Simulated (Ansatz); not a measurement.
`C=CN[SiH2]C` + `[AlH3]` → `C=CN[SiH2][AlH2]` + CH₄  (formal exchange of groups at the Si–C bond)

Calculated with Ansatz (gas phase, PBE0-D4/def2-TZVP geometries, no zero-point term in ΔE). CCSD(T)/CBS adds triple-zeta CCSD(T) − MP2 to the extrapolated MP2 energy (def2 sets, frozen cores). This one scheme is used for every species. Functionals use def2-TZVPP. B3LYP here is the variant with VWN-RPA as its local correlation; programs differ in this. One conformer a species, not always the lowest.

```csv
level,ΔE (kJ/mol),difference from CCSD(T)/CBS
PBE-D4,-81.4,-27.1
r2SCAN-D4,-71.4,-17.1
PBE0-D4,-74.6,-20.3
B3LYP-D4,-53.9,0.4
ωB97X-V,-56.9,-2.6
ωB97M-V,-55.2,-0.9
B2PLYP,-48.4,5.9
PBE,-76.3,-22.0
r2SCAN,-70.6,-16.3
PBE0,-70.1,-15.8
B3LYP,-45.1,9.2
HF/def2-TZVPP,-16.0,38.3
MP2/def2-TZVPP,-53.0,1.3
SCS-MP2/def2-TZVPP,-43.4,10.9
CCSD/def2-TZVPP,-47.7,6.6
CCSD(T)/def2-TZVPP,-56.1,-1.8
HF/def2-QZVPP,-14.1,40.2
MP2/def2-QZVPP,-51.3,3.0
SCS-MP2/def2-QZVPP,-41.5,12.8
HF/CBS(def2),-13.9,40.4
MP2/CBS(def2),-51.2,3.1
CCSD/CBS(def2),-45.8,8.5
CCSD(T)/CBS,-54.3,0
```

Largest T1 diagnostic among the species: 0.016.

In def2-TZVPP, CCSD(T) changes the Hartree–Fock value by −40.1 kJ/mol (the triples alone add −8.5 kJ/mol) and MP2 by −37.0 kJ/mol. From PBE to PBE0 (25 % exact exchange), in def2-TZVPP and without D4, ΔE moves by +6.2 kJ/mol. The D4 term adds −8.7 kJ/mol with B3LYP and −4.4 kJ/mol with PBE0; it sums over pairs of atoms, weighted by their polarisabilities, and B3LYP, whose exchange is more repulsive, gets the larger term.
